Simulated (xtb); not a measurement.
CH2N, charge +1, singlet, at a GFN2-xTB geometry. Base run: GFN2-xTB (xtb).

Input for xtb:
```
$ xtb mol.xyz --gfn 2 --chrg 1 --json

# file mol.xyz
4

C     -0.00000000    -0.00000000    -0.60033760
N      0.00000000     0.00000000     0.53266898
H     -0.00000000    -0.00000000    -1.67489223
H      0.00000000     0.00000000     1.54823496
```

The base run was repeated with changes; each row names its change, and settings that it needs were set with it.

| change | ΔE vs base (kJ/mol) | HOMO-LUMO gap (eV) | G_solv (kcal/mol) | SCF cycles |
|---|---|---|---|---|
| base | 0.00 | 7.43 | - | 11 |
| etemp = 5000 | -0.06 | 7.43 | - | 11 |
| acc = 1000 | 0.16 | 7.42 | - | 6 |
| alpb = water | -329.3 | 7.28 | -80.06 | 10 |
| acc = 0.0001 | 0.00 | 7.43 | - | 16 |
| etemp = 10000 | -9.57 | 7.46 | - | 11 |
| alpb = cs2 | -205.8 | 7.44 | -49.23 | 10 |

ALPB and GBSA are two models with their own fitted parameters for each solvent, which aren't always the measured dielectric constant.
